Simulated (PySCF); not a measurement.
## How methods differ on the ionisation energy of Ge¹⁸⁺

Ge¹⁸⁺ [Ne] 3s2 3p2 (3P) → Ge¹⁹⁺ [Ne] 3s2 3p1 (2P), as a difference of total energies. Computed with PySCF 2.14 in an even-tempered Gaussian basis (17 s from 1.5 bohr⁻², ratio 2.5; 11 p from 2 bohr⁻², ratio 2.5; 5 d from 9.5 bohr⁻², ratio 2.7; 4 f from 14 bohr⁻², ratio 2.7), with the non-relativistic Hamiltonian (point nucleus). Correlated levels: outer shells: 1s2 frozen; virtual orbitals above 40 to 60 times the deepest correlated orbital energy dropped. The calculations carry no spin-orbit coupling.

```
                method  ionisation energy (eV)
                   UHF                  698.41
    MP2 (outer shells)                  698.95
SCS-MP2 (outer shells)                  698.77
   CCSD (outer shells)                  698.83
CCSD(T) (outer shells)                  698.83
```

**Question.** How much does correlation contribute at CCSD(T) (outer shells)?

**Answer.** 698.83 − (698.41) = 0.42 eV, measured against UHF.

Spin-orbit coupling is strong in these open shells (close to jj coupling). The scalar numbers leave it out and a first-order estimate fails, so it can dominate the gap to the real levels.

The gap to the reference is mostly relativistic.

For comparison: 706.7 ± 1 eV (semi-empirical (NIST evaluation); NIST Atomic Spectra Database, ionization energies).
